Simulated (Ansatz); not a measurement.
# InF (SMILES [F][In]): the energy, rung by rung

The species is InF (2 atoms), meant as a singlet with charge 0. SMILES: `[F][In]`. Geometry: relaxed at PBE0-D4/def2-TZVP.

```xyz
2

F     0.0000    0.0000    0.0159
In    0.0000    0.0000    2.0096
```

Each level gives the energy change with the F1–In2 bond stretched from 1.994 to 2.492 Å (eV). The values are calculated.

```
                      level                    kind  program  value (eV)  less FCI/STO-3G  CPU time (all runs)
     HF/STO-3G (restricted)            Hartree–Fock   Ansatz        2.54            +0.56               0.68 s
 revPBE/STO-3G (restricted)                     GGA   Ansatz        2.06            +0.08                2.2 s
  BHLYP/STO-3G (restricted)           global hybrid   Ansatz        2.47            +0.49                2.2 s
wB97M-V/STO-3G (restricted)  range-separated hybrid   Ansatz        2.50            +0.52                 24 s
 B2PLYP/STO-3G (restricted)           double hybrid   Ansatz        2.34            +0.36                3.2 s
    MP2/STO-3G (restricted)     perturbation theory   Ansatz        2.37            +0.39               0.77 s
BCCD(T)/STO-3G (restricted)   coupled cluster or CI   Ansatz        2.12            +0.14                1.1 s
                 FCI/STO-3G      exact in the basis   Ansatz        1.98             0.00                1.7 s
```

FCI/STO-3G is exact within its basis and frozen core, so for wave-function methods in that basis the difference is their error; functionals converge differently with the basis, so for them it is only a difference. All-electron rows without a relativistic Hamiltonian named are non-relativistic. The first shape isn't each level's own minimum. The values span 1.98 to 2.54 eV. All rows use very small basis sets, so even the best lies far from the true value. In the correlated wave-function rows the outer d shell of In is correlated, in sets not made for it. CPU times are rough (shared hosts, several kinds of processor): they show what a rung costs within a factor of a few.
